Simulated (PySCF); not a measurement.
Excitation energy of Mn by level of theory

Mn [Ar] 3d5 4s2 (6S) → Mn [Ar] 3d7 (4F), as a difference of total energies. Calculation: PySCF 2.14, in ANO-RCC-VTZP; the spin-free X2C one-electron Hamiltonian (Gaussian nucleus). Correlated levels: valence: [Ar] frozen; valence and next inner shell: [Ne] frozen. The calculations carry no spin-orbit coupling.

| method | excitation energy (eV) |
| --- | --- |
| UHF | 9.277 |
| LDA | 4.612 |
| PBE | 4.555 |
| PBE0 | 5.535 |
| r2SCAN | 5.415 |
| PBEsol | 4.629 |
| MN15 | 5.149 |
| M06-2X | 6.397 |
| MP2 (valence) | 5.921 |
| SCS-MP2 (valence) | 5.635 |

Task: Estimate what SCS-MP2 (valence and next inner shell) gives.

Result: 5.176 eV, closest to MN15 among the rows shown.

Task: Estimate what MP2 (valence and next inner shell) gives.

Result: 5.059 eV, closest to MN15 among the rows shown.

A first-order spin-orbit estimate (lowest level to lowest level, LS coupling) adds -0.056 eV.

In the upper state the promoted electron has a positive orbital energy at PBE, r2SCAN, PBEsol, so the basis confines it.
